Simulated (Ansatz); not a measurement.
`BCBCC#C` + HCl → `BCBCl` + `C#CC` at 298.15 K and 1 bar (ligand exchange at a B–C bond).

Program: Ansatz. Geometries: PBE0-D4/def2-TZVP. ΔE: electronic, gas phase. CBS: MP2 limit from def2 TZ/QZ plus the TZ coupled-cluster correction, frozen cores. This one scheme is used for every species. One conformer a species, not always the lowest.

```csv
species,CCSD(T)/CBS energy (Eh),H − E (kJ/mol),S (J/(mol·K))
`BCBCC#C`,-206.52690,305.1,329.2
HCl,-460.38127,26.6,186.8
`BCBCl`,-550.44841,178.2,316.1
`C#CC`,-116.49627,159.2,246.7
```

H − E and S are ideal-gas, rigid-rotor, harmonic terms from PBE0-D4/def2-TZVP, for one conformer and one mirror image of each species. 1 Eh = 2625.50 kJ/mol, R = 8.31446 J/(mol·K).

By hand: ΔE, ΔH, ΔS and ΔG.

ΔE = (-550.44841) + (-116.49627) − (-206.52690) − (-460.38127) = -0.03651 Eh = -95.9 kJ/mol. Δ(H − E) = 178.2 + 159.2 − 305.1 − 26.6 = 5.7, so ΔH = -90.2 kJ/mol. ΔS = 316.1 + 246.7 − 329.2 − 186.8 = 46.8 J/(mol·K). ΔG = -90.2 − 298.15 × (46.8)/1000 = -104.2 kJ/mol.

By hand: the equilibrium constant, and the temperature at which ΔG would vanish if ΔH and ΔS stayed fixed.

log₁₀ K = −ΔG/(RT ln 10) = 18.3. ΔH and −TΔS have one sign here, so there is no such temperature.

ΔH outweighs TΔS. A doubt of 5 kJ/mol in ΔE shifts log₁₀ K by 0.9 here. Other conformers and mirror images would add mixing entropy, several J/(mol·K) or more a flexible species. These are equilibria of isolated gas molecules and say nothing of rates. Largest T1 diagnostic: 0.016 (customary marks: 0.02 for closed shells, 0.045 for open ones).
